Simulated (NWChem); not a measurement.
# ZnSiH$_{3}$F; SMILES [F][Zn][SiH3]

```xyz
6

Zn    -0.2576     0.4980    -0.0003
F     -0.1883     2.2480    -0.0005
Si    -0.3497    -1.8397     0.0000
H      0.2709    -2.3985    -1.2415
H     -1.7654    -2.3193     0.0652
H      0.3835    -2.4025     1.1766
```
Atoms are numbered in this order, from 1.

Structure relaxed at the PBE0/def2-SVP level.

### Question
List the 4 lowest vertical singlet excitations from PBE/def2-SVPD, TDA (NWChem).

### Answer
| state | energy (eV) | oscillator strength | leading excitation (squared amplitude) |
|---|---|---|---|
| S1 | 6.28 | 0.063 | HOMO → LUMO (0.86) |
| S2 | 6.29 | 0.063 | HOMO → LUMO+1 (0.86) |
| S3 | 6.42 | 0.000 | HOMO−1 → LUMO (0.50) |
| S4 | 6.46 | 0.187 | HOMO → LUMO+2 (0.63) |
